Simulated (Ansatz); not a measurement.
Gas-phase electronic energies from Ansatz, PBE0-D4/def2-TZVP geometries. CCSD(T)/CBS adds triple-zeta CCSD(T) − MP2 to the extrapolated MP2 energy (def2 sets, frozen cores). DFT in def2-TZVPP. For Ge outer-core shells are correlated without core-valence functions, which leaves a few kJ/mol of doubt a bond. Scalar relativity is left out up to krypton. One conformer a species, not always the lowest.

`[BH2][Al]([CH3])[SiH2]F` + `N[CH](O)[GeH3]` → `[CH3][Al]([NH2])[SiH2]F` + `B[CH](O)[GeH3]`  (redistribution)

```csv
level,ΔE (kJ/mol),difference from CCSD(T)/CBS
r2SCAN-D4,-230.0,-9.8
ωB97X-V,-210.9,9.3
PBE,-220.9,-0.7
PBE0,-217.5,2.7
MP2/def2-TZVPP,-233.5,-13.3
SCS-MP2/def2-TZVPP,-222.2,-2.0
CCSD/def2-TZVPP,-213.4,6.8
HF/def2-QZVPP,-192.7,27.5
HF/CBS(def2),-192.8,27.4
CCSD/CBS(def2),-214.7,5.5
CCSD(T)/CBS,-220.2,0
```

Largest T1 diagnostic among the species: 0.013.

In def2-TZVPP, CCSD(T) changes the Hartree–Fock value by −26.9 kJ/mol (the triples alone add −5.4 kJ/mol) and MP2 by −41.6 kJ/mol. From PBE to PBE0 (25 % exact exchange), in def2-TZVPP and without D4, ΔE moves by +3.4 kJ/mol.

CCSD(T)/CBS has its own doubt, a few kJ/mol and more with outer-core shells, so smaller differences from it don't rank the levels.
